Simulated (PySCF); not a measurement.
H4N2O2W, SMILES [NH2][W]([NH2])(=[O])=[O], multiplicity 1.

Geometry optimised at r2SCAN-D4/def2-SVP. The multiplicity is an assumed one; no other spin state was optimised. The structure was generated by enumeration; whether it is a known compound was not checked. The def2 effective core potentials stand for the cores of W; spin–orbit coupling is left out. One conformer was computed; it need not be the lowest.

The numbers are results of PBE/def2-TZVP in PySCF, not measurements.

Isolated molecule, no solvent.

Computed frontier levels, gap, dipole moment and polarisability:
| Item | Value |
|---|---|
| highest occupied level | -6.41 eV |
| lowest empty level | -2.16 eV |
| orbital gap | 4.25 eV |
| dipole moment | 4.44 D |
| quadrupole, principal values (traceless, Buckingham form, about the centre of nuclear charge) | -6.83, -4.74, 11.56 D·Å |
| mean static polarisability | 60.7 bohr³ (9.00 Å³) |
| polarisability, principal values | 56.6, 58.8, 66.8 bohr³ |
